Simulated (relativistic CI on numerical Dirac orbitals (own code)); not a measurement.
## Level scheme of Xe50+

Computed by Dirac-Coulomb-Breit CI, orbitals from a KLI potential per configuration, a model potential for QED, unscaled Slater integrals (own radial code, finite nucleus).

Configuration list (outside the closed core 1s2): 2s2, 2s 2p, 2p2, 2p 3s, 2p 3p, 2s 3s, 2s 3p, 2s 3d, 2s 4s, 2s 4p, 2s 4d, 2s 4f, 2s 5s, 3s2, 2s 5p, 2s 5d, 2s 5f, 2s 5g, 3s 3p, 3p2. Levels of other configurations are missing.

```csv
No.,Configuration,Term,J,E (eV),%,Next component (%),jj configuration (%)
1,2s2,1S,0,0.00,98,2 2p2 1S,closed (98)
2,2s 2p,3P°,0,104.65,100,,2s 2p1/2 (100)
3,2s 2p,3P°,1,127.81,76,24 1P°,2s 2p1/2 (99)
4,2p2,3P,0,302.83,71,27 1S,2p1/2^2 (98)
5,2s 2p,3P°,2,469.72,100,,2s 2p3/2 (100)
6,2s 2p,1P°,1,534.39,76,24 3P°,2s 2p3/2 (99)
7,2p2,3P,1,638.86,100,,2p1/2 2p3/2 (100)
8,2p2,1D,2,654.61,63,37 3P,2p1/2 2p3/2 (100)
9,2p2,3P,2,1013.10,63,37 1D,2p3/2^2 (100)
10,2p2,1S,0,1062.10,71,29 3P,2p3/2^2 (99)
11,2s 3s,3S,1,5410.69,100,,2s 3s (100)
12,2s 3s,1S,0,5432.23,99,1 2p 3p 1S,2s 3s (99)
13,2s 3p,3P°,0,5461.87,100,,2s 3p1/2 (100)
14,2s 3p,3P°,1,5462.80,67,32 1P°,2s 3p1/2 (99)
15,2p 3s,3P°,1,5538.96,53,28 1P°,2p1/2 3s (81)
16,2p 3s,3P°,0,5543.82,100,,2p1/2 3s (100)
17,2s 3p,3P°,2,5569.17,100,,2s 3p3/2 (100)
18,2p 3p,3D,1,5571.26,62,18 1P,2p1/2 3p1/2 (83)
19,2s 3p,1P°,1,5580.81,58,24 3P°,2s 3p3/2 (81)
20,2s 3d,3D,2,5597.42,81,18 1D,2s 3d3/2 (94)
21,2s 3d,3D,1,5597.77,83,12 2p 3p 3D,2s 3d3/2 (83)
22,2p 3p,3P,0,5609.36,69,29 1S,2p1/2 3p1/2 (99)
23,2s 3d,3D,3,5624.22,100,,2s 3d5/2 (100)
24,2s 3d,1D,2,5637.10,80,17 3D,2s 3d5/2 (92)
25,2p 3p,3P,1,5696.31,47,30 3S,2p1/2 3p3/2 (100)
26,2p 3p,3D,2,5698.53,54,28 1D,2p1/2 3p3/2 (97)
27,2p 3s,3P°,2,5914.67,100,,2p3/2 3s (100)
28,2p 3s,1P°,1,5922.48,68,32 3P°,2p3/2 3s (100)
29,2p 3p,3P,1,5959.95,53,25 3S,2p3/2 3p1/2 (100)
30,2p 3p,3D,2,5962.11,45,34 1D,2p3/2 3p1/2 (99)
31,2p 3p,3D,3,6056.04,100,,2p3/2 3p3/2 (100)
32,2p 3p,1P,1,6056.63,53,41 3S,2p3/2 3p3/2 (100)
33,2p 3p,3P,2,6078.15,63,37 1D,2p3/2 3p3/2 (100)
34,2p 3p,1S,0,6097.92,70,30 3P,2p3/2 3p3/2 (100)
35,2s 4s,3S,1,7272.17,100,,2s 4s (100)
36,2s 4s,1S,0,7280.02,100,,2s 4s (100)
37,2s 4p,3P°,0,7292.01,100,,2s 4p1/2 (100)
38,2s 4p,3P°,1,7292.60,69,31 1P°,2s 4p1/2 (100)
39,2s 4p,3P°,2,7336.84,100,,2s 4p3/2 (100)
40,2s 4p,1P°,1,7338.62,69,31 3P°,2s 4p3/2 (100)
41,2s 4d,3D,1,7346.82,100,,2s 4d3/2 (100)
42,2s 4d,3D,2,7348.38,77,23 1D,2s 4d3/2 (97)
43,2s 4d,3D,3,7360.01,100,,2s 4d5/2 (100)
44,2s 4d,1D,2,7364.42,77,23 3D,2s 4d5/2 (96)
45,2s 4f,3F°,2,7366.45,100,,2s 4f5/2 (100)
46,2s 4f,3F°,3,7366.65,65,35 1F°,2s 4f5/2 (99)
47,2s 4f,3F°,4,7372.68,100,,2s 4f7/2 (100)
48,2s 4f,1F°,3,7373.64,65,35 3F°,2s 4f7/2 (99)
49,2s 5s,3S,1,8119.36,100,,2s 5s (100)
50,2s 5s,1S,0,8122.96,100,,2s 5s (100)
51,2s 5p,3P°,0,8129.28,100,,2s 5p1/2 (100)
52,2s 5p,3P°,1,8129.55,69,31 1P°,2s 5p1/2 (100)
53,2s 5p,3P°,2,8152.10,100,,2s 5p3/2 (100)
54,2s 5p,1P°,1,8152.92,69,31 3P°,2s 5p3/2 (100)
55,2s 5d,3D,1,8157.14,100,,2s 5d3/2 (100)
56,2s 5d,3D,2,8157.87,76,24 1D,2s 5d3/2 (97)
57,2s 5d,3D,3,8163.91,100,,2s 5d5/2 (100)
58,2s 5d,1D,2,8165.88,76,24 3D,2s 5d5/2 (97)
59,2s 5f,3F°,2,8166.95,100,,2s 5f5/2 (100)
60,2s 5f,3F°,3,8167.10,67,33 1F°,2s 5f5/2 (99)
61,2s 5f,3F°,4,8170.15,100,,2s 5f7/2 (100)
62,2s 5f,1F°,3,8170.74,67,33 3F°,2s 5f7/2 (99)
63,2s 5g,3G,4,8170.80,56,44 1G,2s 5g7/2 (100)
64,2s 5g,3G,3,8170.87,100,,2s 5g7/2 (100)
65,2s 5g,3G,5,8172.77,100,,2s 5g9/2 (100)
66,2s 5g,1G,4,8172.86,56,44 3G,2s 5g9/2 (100)
```

Energies count from the lowest computed level; ° marks odd parity. Filled j subshells are mostly left out of the jj labels.

The mean weight of the leading LS term, summed over parents, in these 66 levels is 82 %, and that of the leading jj configuration (from the same eigenvectors) 98 %, so jj coupling describes them better and the LS labels are nominal.

At this charge energies of transitions that change n are usually good to better than 1 %, and those within a shell (Δn = 0) to a few per cent.

LS names give the leading component of a level, which can be under half, so a name can repeat, a term be missing and a line seem to break the LS rules.
